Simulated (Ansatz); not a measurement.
Ansatz (a first-principles code) input (PBE/aug-cc-pV(D+d)Z): A basis named .json is the Basis Set Exchange file of that set (core-valence sets with the plain set on hydrogen).

Ansatz 0.2 input:
```yaml
crystal:
  periodic: [false, false, false]
  atoms:
    - {symbol: Ge, position_ang: [0.00000000, 0.00000000, 0.00000000]}
basis:
  gaussian:
    orbitals: aug-cc-pV_D+d_Z.json
hamiltonian:
  xc: {name: PBE}
magnetization: {spin_polarized: true, initial_magnetization: 2}
scf: {lower_state_search: full}
```

Output:

```
Functional definition: PBE
integrals: 0.00 GiB planned
333 factors; their error is unknown
mean field: 0.09 GiB planned
mean field evaluation 1: about -56506.3936 eV, gradient 3.1e0 eV
mean field evaluation 2: about -56506.4866 eV, gradient 8.2e-1 eV
mean field evaluation 4: about -56506.4961 eV, gradient 3.6e-2 eV
mean field evaluation 8: about -56506.4737 eV, gradient 3.8e-5 eV
mean field evaluation 16: about -56506.4737 eV, gradient 2.4e-5 eV
mean field evaluation 32: about -56506.4737 eV, gradient 3.4e-5 eV
mean field -56506.47367676 eV, -2076.5746061573 hartree, gradient 3.8e-5 eV, S^2 2.001970; 5 other end points of the search recorded, 0 dependent functions left out
reference -56506.47372998 eV, -2076.5746081134 hartree; 17, 15 occupied and 19, 21 virtual orbitals, 333 factors
Total energy: -56506.47372998 eV, -2076.5746081134 hartree
```
